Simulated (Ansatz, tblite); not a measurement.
Removing and adding an electron: Ga12P10Br6. Total charge 0; singlet. Geometry: PBE-D4/def2-SVP. Ansatz, gas phase; energy differences of separate SCF runs; the oxidised species was run as a doublet alone; the reduced species was run as a doublet alone.

```xyz
28

P    -0.7078    2.0158   -5.0536
P     3.6267    1.7731    0.0218
P     2.8644   -0.0240   -3.7590
P    -0.6491    1.8360   -0.7600
P     1.4296    0.9037    2.8463
P    -2.8777   -1.2397    0.2015
P     1.3494   -1.8694   -0.1563
P    -2.4143    2.1511    2.6835
P    -1.5048   -1.8968    4.2471
P    -0.8771   -1.8183   -2.8543
Ga    1.5923    2.2452   -0.9825
Ga   -0.4353    1.5816    1.5977
Ga    1.2850    1.6663   -4.0654
Ga   -3.6617    0.7790    1.1462
Ga   -0.9937    0.0521   -4.0799
Ga    4.0219    0.3927   -1.7884
Ga    2.3098   -0.0337    0.8853
Ga    1.3898   -1.2994   -2.4375
Ga   -0.7420   -0.6516   -0.6715
Ga    0.5854   -1.1373    3.5341
Ga   -1.9129   -2.3897    1.9451
Ga   -2.5198    0.1097    3.7259
Br    2.1491    3.7803   -2.9484
Br   -5.2187    1.8787   -0.1749
Br    5.6651   -1.2073   -1.4291
Br    2.2718   -2.7391    3.5914
Br   -1.1062   -4.4998    1.4365
Br   -4.9192   -0.3592    3.2986
```

The xTB rows come from tblite. Single mean-field runs in def2-TZVP are fitted with def2-universal-jkfit.

```json
{"level": "GFN1-xTB", "−HOMO (eV)": "9.37", "vertical IE (eV)": "10.86", "−LUMO (eV)": "6.76", "vertical EA (eV)": "5.32", "HOMO–LUMO gap (eV)": "2.61", "IE − EA (eV)": "5.54"}
{"level": "GFN2-xTB", "−HOMO (eV)": "11.27", "vertical IE (eV)": "12.83", "−LUMO (eV)": "9.72", "vertical EA (eV)": "8.42", "HOMO–LUMO gap (eV)": "1.56", "IE − EA (eV)": "4.40"}
{"level": "PBE-D4/def2-TZVP", "−HOMO (eV)": "5.81", "vertical IE (eV)": "7.29", "−LUMO (eV)": "4.19", "vertical EA (eV)": "2.81", "HOMO–LUMO gap (eV)": "1.62", "IE − EA (eV)": "4.49"}
{"level": "PBE0-D4/def2-TZVP", "−HOMO (eV)": "6.68", "vertical IE (eV)": "7.65", "−LUMO (eV)": "3.66", "vertical EA (eV)": "2.76", "HOMO–LUMO gap (eV)": "3.02", "IE − EA (eV)": "4.88"}
{"level": "r2SCAN0-D4/def2-TZVP", "−HOMO (eV)": "6.83", "vertical IE (eV)": "7.72", "−LUMO (eV)": "3.65", "vertical EA (eV)": "2.81", "HOMO–LUMO gap (eV)": "3.18", "IE − EA (eV)": "4.91"}
```

 Raw xTB energy differences between charge states are shifted by several eV; the methods need an empirical correction for them. Sets without diffuse functions give affinities that are too small.
